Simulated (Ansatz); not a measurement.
`OCB1[SiH2][SiH2]1`. Total charge 0; spin multiplicity 1. The structure was optimised at the PBE0-D4/def2-TZVP level. It is one conformer, not always the lowest.

```xyz
12

O     1.136    0.980    1.990
C     1.395    0.581    0.654
B     0.342   -0.342   -0.042
Si   -0.309   -0.275   -1.835
Si   -1.511   -0.609    0.333
H     0.681    0.256    2.427
H     2.357    0.038    0.591
H     1.562    1.499    0.079
H    -1.014   -1.390   -2.508
H    -0.041    0.843   -2.777
H    -2.324    0.175    1.299
H    -2.275   -1.755   -0.213
```

(1) What is the dipole moment at B3LYP/def2-TZVPP? (Estimate.)

(2) And with PBE, r2SCAN, ωB97M-V? (An estimate is asked.)

(3) Give the Mulliken charges with B3LYP, r2SCAN, PBE in def2-TZVPP. (Estimate.)

## Answers

(1) The calculation gave: 1.71 D, with components (-0.67, -1.21, -0.99) D in this frame, pointing from negative to positive charge.

(2) The calculation gave: PBE 1.51 D, r2SCAN 1.56 D, ωB97M-V 1.76 D.

(3) Ansatz gave: 
| atom | B3LYP | r2SCAN | PBE |
| --- | --- | --- | --- |
| O1 | -0.35 | -0.38 | -0.32 |
| C2 | 0.05 | 0.12 | 0.01 |
| B3 | 0.13 | 0.02 | 0.12 |
| Si4 | 0.00 | 0.07 | -0.02 |
| Si5 | -0.01 | 0.06 | -0.04 |
| H6 | 0.18 | 0.20 | 0.18 |
| H7 | 0.08 | 0.06 | 0.09 |
| H8 | 0.08 | 0.04 | 0.08 |
| H9 | -0.04 | -0.04 | -0.02 |
| H10 | -0.05 | -0.06 | -0.04 |
| H11 | -0.04 | -0.05 | -0.03 |
| H12 | -0.04 | -0.04 | -0.02 |

B3LYP here is the variant with VWN-RPA as its local correlation; programs differ in this.
